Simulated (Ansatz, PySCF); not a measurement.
Pair of molecules: C2H2 (SMILES C#C) (first 4 atoms) with H2S (SMILES S); geometry from B3LYP-D3(BJ)/def2-TZVP.
(charge 0, multiplicity 1):
```xyz
7

C      0.519     0.272    -0.157
C     -0.592    -0.149    -0.007
H      1.505     0.646    -0.289
H     -1.579    -0.521     0.127
S      0.165     0.859     3.761
H      0.655    -0.375     3.957
H      0.066     0.673     2.433
```

Monomers are frozen at their geometry in the pair; levels with a basis set take the counterpoise correction. Rows marked so take none.

Rows in 6-311+G**, STO-3G carry no dispersion term and start afresh at each structure.

Programs: Ansatz (a program for electronic structure) with Gaussian orbitals; PySCF for 6-311+G** rows, STO-3G rows, the dispersion terms. Each number belongs to the level named beside it.

Q: One of these levels gives -1.77 kcal/mol for the interaction energy. Which?
A. HF/STO-3G (no counterpoise)
B. r2SCAN-D4/def2-TZVPPD
C. B3LYP/6-311+G** (no counterpoise)

A: B, r2SCAN-D4/def2-TZVPPD. The others give 0.25 (HF/STO-3G (no counterpoise)), -0.88 (B3LYP/6-311+G** (no counterpoise))
